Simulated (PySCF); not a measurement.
Computed with delta-SCF UKS SCAN, pcX-2 on the ionised atom, pcseg-1 elsewhere, spin-free X2C in PySCF. Geometries: PBE0-D3(BJ)/def2-SVP; isolated species, one conformer each. Values against the vacuum level.

(1) Rank by computed C 1s binding energy, lowest first.
A. C5 in `[CH3:1][CH2:2][AlH:3][CH:4]1[CH2:5][CH2:6]1`
B. C4 in `[CH3:1][C:2]1([AlH2:3])[CH2:4][CH2:5][CH2:6]1`
C. C2 in `[AlH2:1][CH:2]1[CH2:3][CH2:4][CH2:5][CH2:6]1`
D. C1 in `[CH3:1][Se:2][c:3]1[cH:4][cH:5][c:6]([Cl:7])[cH:8][cH:9]1`

Results:

(1) C (289.43 eV), B (290.21 eV), A (290.49 eV), D (291.25 eV).

From the lowest up, the atoms are bonded to: 2 C, H and Al (289.43); 2 C and 2 H (290.21); 2 C and 2 H (290.49); Se and 3 H (291.25).
